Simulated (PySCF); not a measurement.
C2H8O2Si, SMILES O(C)[Si@H](O)C.

Geometry: PBE0-D3(BJ)/def2-SVP. The structure was generated by enumeration; whether it is a known compound was not checked. Other conformers were not sampled.

All values below come from TDDFT-PBE/def2-SVPD run with PySCF.

Vertical excitations. Isolated molecule, no solvent.

**Question.** Estimate the UV-visible absorptions. (Estimate from the structure and the level; the computed values follow.)

**Answer.** 
```csv
state,energy (eV),λ (nm),f,main pairs
S1,6.20,200,0.009,HOMO→LUMO 99 %
S2,6.59,188,0.007,HOMO−1→LUMO 98 %
S3,6.79,183,0.018,HOMO→LUMO+1 98 %
S4,7.10,175,0.006,HOMO−2→LUMO 98 %
S5,7.16,173,0.004,HOMO−1→LUMO+1 99 %
S6,7.30,170,0.002,HOMO→LUMO+2 87 %
S7,7.41,167,0.030,HOMO→LUMO+3 88 %
S8,7.64,162,0.017,HOMO−2→LUMO+1 91 %
S9,7.70,161,0.006,HOMO−1→LUMO+2 86 %
S10,7.77,160,0.015,HOMO→LUMO+4 86 %
T1,6.08,204,0,HOMO→LUMO 100 %
T2,6.49,191,0,HOMO−1→LUMO 99 %
T3,6.63,187,0,HOMO→LUMO+1 99 %
T4,6.86,181,0,HOMO−2→LUMO 98 %
```
Triplets are in the Tamm–Dancoff approximation, which puts them higher than full response would, so one can lie above its singlet here.
